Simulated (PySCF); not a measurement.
Species: C5H12Si.
Atom-mapped SMILES: `[CH3:1][SiH:2]1[CH2:3][CH2:4][CH2:5][CH2:6]1` (hydrogens: H7, H8, H9 on C1; H10 on Si2; H11, H12 on C3; H13, H14 on C4; H15, H16 on C5; H17, H18 on C6)

Computed with PySCF at CAM-B3LYP/def2-SVPD, non-relativistic, on one gas-phase PBE0-D3(BJ)/def2-SVP geometry that isn't relaxed in the solvent. The solvent is an IEF-PCM continuum (van der Waals radii × 1.2), and excitations are vertical TDDFT with non-equilibrium linear response and a frozen core. Specific hydrogen bonds and non-electrostatic terms are outside this model.

Gas-phase singlets (H = HOMO, L = LUMO):

| state | E (eV) | λ (nm) | f | leading configurations |
| --- | --- | --- | --- | --- |
| S1 | 7.636 | 162 | 0.016 | H→L 83%, H→L+1 9% |
| S2 | 7.936 | 156 | 0.011 | H→L+1 31%, H-1→L 28% |
| S3 | 8.014 | 155 | 0.005 | H→L+1 38%, H-1→L 29% |
| S4 | 8.241 | 150 | 0.051 | H→L+2 43%, H-1→L+1 17% |
| S5 | 8.276 | 150 | 0.059 | H-1→L+1 45%, H→L+3 15% |

Task: Give the list for chloroform (ε = 4.711), n² = 2.09.

Result: 
```tsv
state	E (eV)	λ (nm)	f	leading configurations	change by rank (eV)
S1	7.639	162	0.022	H→L 82%, H→L+1 10%	+0.003
S2	7.917	157	0.019	H→L+1 33%, H→L+2 29%	-0.019
S3	8.013	155	0.010	H→L+1 34%, H-1→L 29%	-0.001
S4	8.227	151	0.117	H→L+2 34%, H-1→L+1 26%	-0.014
S5	8.260	150	0.061	H-1→L+1 31%, H→L+3 20%	-0.016
```

Task: How do the frontier levels move from gas to chloroform?

Result: 
| orbital | gas (eV) | solvent (eV) | change (eV) | Löwdin shares, gas | Löwdin shares, solvent |
| --- | --- | --- | --- | --- | --- |
| LUMO+2 | 1.92 | 2.01 | +0.09 | Si2 13 %, H11 12 %, H17 11 %, C6 10 % | Si2 14 %, H11 12 %, H17 11 %, H10 10 % |
| LUMO+1 | 1.65 | 1.76 | +0.11 | C1 17 %, Si2 11 %, C5 10 %, H7 8 % | C1 17 %, Si2 12 %, C5 9 %, H7 8 % |
| LUMO | 1.32 | 1.44 | +0.12 | Si2 18 %, C1 11 %, C4 8 %, C3 6 % | Si2 20 %, C1 10 %, C4 8 %, C5 6 % |
| HOMO | -9.19 | -9.08 | +0.11 | C6 24 %, C3 24 %, Si2 20 %, C5 5 % | C6 24 %, C3 24 %, Si2 20 %, C5 5 % |
| HOMO-1 | -9.62 | -9.52 | +0.10 | Si2 21 %, C1 13 %, C3 13 %, C6 12 % | Si2 21 %, C1 15 %, C3 12 %, C6 12 % |
| HOMO-2 | -10.02 | -9.94 | +0.08 | Si2 26 %, C1 25 %, H10 22 %, C3 6 % | Si2 26 %, C1 23 %, H10 22 %, C3 6 % |
| HOMO-3 | -10.44 | -10.32 | +0.12 | C5 21 %, C4 20 %, H15 13 %, H13 12 % | C5 21 %, C4 20 %, H15 13 %, H13 12 % |

The HOMO–LUMO gap goes from 10.50 to 10.52 eV.
